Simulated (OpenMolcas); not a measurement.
Computed transition rates of F4+

* Program: OpenMolcas 26.06
* Method: SS-CASPT2, IPEA 0.25 Eh, imaginary shift 0.1 Eh (closed shells correlated: 1s)
* Basis: ANO-RCC-VTZP [4s3p2d1f]
* Scalar Hamiltonian: DKH2, point nucleus
* Active space: 3 electrons in 8 orbitals (2s 2p 3s 3p)
* State averaging: 2S+1 = 4 odd, 1 root; 2S+1 = 2 odd, 8 roots; 2S+1 = 4 even, 3 roots; 2S+1 = 2 even, 9 roots
* Spin-orbit coupling: RASSI with atomic mean-field integrals over the reference wave functions, term energies averaged over their components

Rates come from the transition moments of the reference wave functions (E1 and E2 in the length form). At fixed line strength A goes as λ^-3 for E1 and M1 and as λ^-5 for E2, so a rate at the computed wavelength can be rescaled to the measured one. Measured vacuum wavelengths follow from level energies in Moore, Atomic Energy Levels, vol. I, NSRDS-NBS 35 (1971 reprint of NBS Circular 467, 1949). Branching counts decays inside the model space alone, at computed energies, and the table is only a selection of the E1 lines, drawn from those between levels with measured partners whose computed energy lies within a factor of 1.5 of the measured one.

```json
{"Upper": "2s 2p² ²P_3/2", "Lower": "2s² 2p ²P°_3/2", "Type": "E1", "λ computed (nm)": "46.13", "λ measured (nm)": "46.6", "A computed (s-1)": "7.68e+09", "A rescaled (s-1)": "7.45e+09", "Branching %": "83.4"}
{"Upper": "2s 2p² ²P_1/2", "Lower": "2s² 2p ²P°_1/2", "Type": "E1", "λ computed (nm)": "46.07", "λ measured (nm)": "46.54", "A computed (s-1)": "5.96e+09", "A rescaled (s-1)": "5.78e+09", "Branching %": "65.0"}
{"Upper": "2s 2p² ²S_1/2", "Lower": "2s² 2p ²P°_3/2", "Type": "E1", "λ computed (nm)": "50.31", "λ measured (nm)": "50.81", "A computed (s-1)": "3.67e+09", "A rescaled (s-1)": "3.56e+09", "Branching %": "64.0"}
{"Upper": "2s 2p² ²P_1/2", "Lower": "2s² 2p ²P°_3/2", "Type": "E1", "λ computed (nm)": "46.23", "λ measured (nm)": "46.7", "A computed (s-1)": "3.21e+09", "A rescaled (s-1)": "3.11e+09", "Branching %": "35.0"}
{"Upper": "2s 2p² ²S_1/2", "Lower": "2s² 2p ²P°_1/2", "Type": "E1", "λ computed (nm)": "50.13", "λ measured (nm)": "50.62", "A computed (s-1)": "2.07e+09", "A rescaled (s-1)": "2.01e+09", "Branching %": "36.0"}
{"Upper": "2s 2p² ²P_3/2", "Lower": "2s² 2p ²P°_1/2", "Type": "E1", "λ computed (nm)": "45.97", "λ measured (nm)": "46.44", "A computed (s-1)": "1.53e+09", "A rescaled (s-1)": "1.48e+09", "Branching %": "16.6"}
{"Upper": "2s 2p² ²D_5/2", "Lower": "2s² 2p ²P°_3/2", "Type": "E1", "λ computed (nm)": "65.32", "λ measured (nm)": "65.73", "A computed (s-1)": "1.13e+09", "A rescaled (s-1)": "1.11e+09", "Branching %": "100.0"}
{"Upper": "2s 2p² ²D_3/2", "Lower": "2s² 2p ²P°_1/2", "Type": "E1", "λ computed (nm)": "65.02", "λ measured (nm)": "65.4", "A computed (s-1)": "9.65e+08", "A rescaled (s-1)": "9.48e+08", "Branching %": "84.1"}
{"Upper": "2s 2p² ²D_3/2", "Lower": "2s² 2p ²P°_3/2", "Type": "E1", "λ computed (nm)": "65.33", "λ measured (nm)": "65.72", "A computed (s-1)": "1.82e+08", "A rescaled (s-1)": "1.79e+08", "Branching %": "15.9"}
```

The largest correction is for 2s 2p² ²P_3/2 → 2s² 2p ²P°_1/2 (E1): 1.53e+09 × (45.97 / 46.44)^3 = 1.48e+09 s-1, a factor of 0.97.

The computed rate and branching of 2s 2p² ²D_5/2 → 2s² 2p ²P°_3/2 give the upper level a radiative lifetime of 1.000 / 1.13e+09 s-1 = 8.85e-10 s, counting decays inside the model space alone. The rescaled rate gives about 9.0e-10 s.

The computed order of these levels differs from the measured one in 1 place, and where term gaps are wrong the rates of spin-changing lines can be off by large factors.

No measured rate stands beside these. Rescaling mends the energy factor alone: line strengths can still be far off where a level mixes with configurations outside the active space, and weak or spin-changing lines hang on small mixing coefficients that depend on the term gaps too, so rescaling need not improve them.

CASPT2 does not keep the components of a term degenerate, so their means are used; among the terms shown or strongly mixed into the levels shown the widest spread is 15 cm-1 (2s 2p² ²P). Active for correlation alone: 3p 3s; no level in the range computed is led by a configuration that fills them, so any true level of that kind is missing. Measured partners are found by configuration, term and J. A level has none where our copy of the source lacks it or the pairing is in doubt (some pairs that miss far off the trend of their configuration count as doubtful). Only configurations of the active space appear.

° marks odd parity.
